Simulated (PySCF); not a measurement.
Al(OMe)(SeH)2, SMILES C[O][Al]([SeH])[SeH] at its PBE0/def2-SVP optimised geometry (Å):

```
10

Al     0.6905    -0.0922     0.0000
O     -0.7852     0.7246     0.0068
C     -2.1632     0.5617     0.0311
H     -2.6234     1.0061    -0.8688
H     -2.4698    -0.5000     0.0730
H     -2.5980     1.0686     0.9102
Se     2.6234     1.1716    -0.0147
H      1.8233     2.4074    -0.0133
Se     0.7559    -2.4074     0.0000
H      2.2277    -2.4074     0.0000
```

Level of theory: PBE0/def2-TZVP (PySCF).

Map of the log10 of the electron density (e/bohr³), floored at −4 on the plane z = 0.8 Å:

```
|                               |
|                               |
|                               |
|                               |
|                  ..:::..      |
|                 .:-----::.    |
|                .:-==+==--:..  |
|     ..::........:=++**++=--:. |
|    .:----:::-:::-=+*****+==:. |
|   .:=+++======---=**####*+=-:.|
|   :-+*##*+++*++==+*##%%%#*+=:.|
|  .:=*#@%#**##**+++*#%%%%%*+=-.|
|  .-=*%@@%##%%#**+**#%%%%%*+=-.|
|  .:=*%@@%##%%%#***##%%%%#*+=:.|
|   :=+#%%%##%%##***######*+=-: |
|   :-+*###**###**********+=-:. |
|   .-=*##**++********+++==-:.  |
|   .-=+***+==++*****++==--:.   |
|   .:-=+++=--=+**##*++=-::.    |
|    .:-===-:-=+*####*+=-:.     |
|     .::::::-=*##%%#**+=-:     |
|      .....:-+*#%%%%#**+=:.    |
|          .:-+*#%@%%##*+=-.    |
|          .:-+*#%%%%#**+=:.    |
|           :-+*#%%%#**+=-:     |
|           .-=+*###**+=-:.     |
|           .:-=+***++=-:.      |
|            .:-=====--:.       |
|             .:-----:..        |
|              ..:::..          |
|                               |
```
Scale: ten equal steps from -4.00 (start of ' ') to -0.505 (end of '@'), in the order ' .:-=+*#%@'; x runs from -5.00 to 5.00, y from -5.00 (bottom) to 5.00 (top).
